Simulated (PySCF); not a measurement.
Isomers of C6H7FOSi, one GFN2-xTB conformer each. Single-point energies are computed at PBE0/pcSseg-1 (PySCF, gas phase, no added dispersion term), electronic only.

Problem. Rank them by PBE0/pcSseg-1 energy, lowest first (kcal/mol).
A. `[F:1][c:2]1[cH:3][cH:4][cH:5][c:6]([O:7][SiH3:8])[cH:9]1` with C5–C6–O7–Si8 180°
B. `[CH3:1][C:2]#[C:3][SiH2:4]/[C:5]([F:6])=[CH:7]\[CH:8]=[O:9]` with C3–Si4–C5–F6 0°, C5–C7–C8–O9 0°
C. `[OH:1][SiH2:2][c:3]1[cH:4][cH:5][cH:6][c:7]([F:8])[cH:9]1` with H–O1–Si2–C3 58°, O1–Si2–C3–C4 17°

Solution. C (0.0), A (13.0), B (79.2).

As drawn, the lowest has an aromatic ring, an O–H bond and an Si–O bond, which the highest lacks; the highest has a C=O bond, a C≡C bond and a C=C bond outside aromatic rings, which the lowest lacks. GFN2-xTB itself gives, in the same order: 12.1, 0.0, 103.0. GFN2-xTB puts Fc1cccc(O[SiH3])c1 lowest instead; measured from each level's own lowest isomer, the values differ by up to 23.8 kcal/mol (CC#C[SiH2]/C(F)=C\C=O: 103.0 against 79.2).

Problem. Which frontier levels, dipoles and rotational constants go with these structures?

Solution. 
```csv
SMILES,"HOMO (eV, PBE0/pcSseg-1)",LUMO (eV),dipole (D),"A, B, C (MHz)"
O[SiH2]c1cccc(F)c1,-7.39,-0.91,1.85,"3147, 784.5, 636.7"
Fc1cccc(O[SiH3])c1,-6.88,-0.38,1.20,"2672, 861.2, 656.2"
CC#C[SiH2]/C(F)=C\C=O,-7.50,-2.22,1.62,"3178, 693.0, 575.2"
```
